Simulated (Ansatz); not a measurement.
Input (CCSDT(Q)/cc-pVDZ; Ansatz, an electronic-structure program):

Ansatz 0.2 input:
```yaml
crystal:
  periodic: [false, false, false]
  atoms:
    - {symbol: C, position_ang: [-2.01647178, -0.24295603, 0.00221518]}
    - {symbol: C, position_ang: [-0.70474417, -0.08491160, 0.00077419]}
    - {symbol: Br, position_ang: [0.49752062, -1.54734831, 0.13077523]}
    - {symbol: Br, position_ang: [0.11546722, 1.62120458, -0.13144863]}
    - {symbol: H, position_ang: [-2.67456113, 0.61104611, -0.07331535]}
    - {symbol: H, position_ang: [-2.45271752, -1.22880990, 0.07894789]}
basis:
  gaussian:
    orbitals: cc-pVDZ
magnetization: {spin_polarized: false}
correlation: {method: ccsdt_q, electrons: outside_noble_gas}
```

Output:

```
Functional definition: HF
integrals: 0.17 GiB planned
1790 factors; integrals over basis functions are off by at most 1.7e-7 eV
mean field: 0.80 GiB planned
mean field evaluation 1: about -142085.7673 eV, gradient 2.6e1 eV
mean field evaluation 2: about -142085.8685 eV, gradient 2.6e1 eV
mean field evaluation 4: about -142087.9061 eV, gradient 3.1e0 eV
mean field evaluation 8: about -142087.9712 eV, gradient 1.3e-1 eV
mean field evaluation 16: about -142087.8537 eV, gradient 1.4e0 eV
mean field -142087.97136211 eV, -5221.6366368713 hartree, gradient 5.1e-6 eV, S^2 0.000000; 0 other end points of the search recorded, 0 dependent functions left out; unrestricted orbitals would lower it
30 core orbitals not correlated
reference -142087.97136211 eV, -5221.6366368713 hartree; 12, 12 occupied and 50, 50 virtual orbitals, 1790 factors
second order -13.58340416 eV of doubles, -0.00000000 eV of singles
coupled cluster: 1.93 GiB planned
cycle   1  -14.03570364 eV  change   -4.5e-1 eV  update   1.1e-1
cycle   2  -14.68122153 eV  change   -6.5e-1 eV  update   5.1e-2
cycle   3  -15.03943192 eV  change   -3.6e-1 eV  update   2.3e-2
cycle   4  -15.01172057 eV  change    2.8e-2 eV  update   7.8e-3
cycle   5  -15.00611172 eV  change    5.6e-3 eV  update   4.2e-3
cycle   6  -15.00915698 eV  change   -3.0e-3 eV  update   1.5e-3
cycle   7  -15.01197727 eV  change   -2.8e-3 eV  update   5.8e-4
cycle   8  -15.01138046 eV  change    6.0e-4 eV  update   1.7e-4
cycle   9  -15.01131726 eV  change    6.3e-5 eV  update   7.1e-5
cycle  10  -15.01141727 eV  change   -1.0e-4 eV  update   2.7e-5
cycle  11  -15.01134268 eV  change    7.5e-5 eV  update   1.1e-5
cycle  12  -15.01135818 eV  change   -1.5e-5 eV  update   4.2e-6
cycle  13  -15.01136381 eV  change   -5.6e-6 eV  update   1.7e-6
cycle  14  -15.01136438 eV  change   -5.7e-7 eV  update   6.9e-7
coupled cluster: 1.93 GiB planned
perturbative correction -0.04272530 eV, -0.0015701256 hartree
Total energy: -142103.02545178 eV, -5222.1898644628 hartree
```
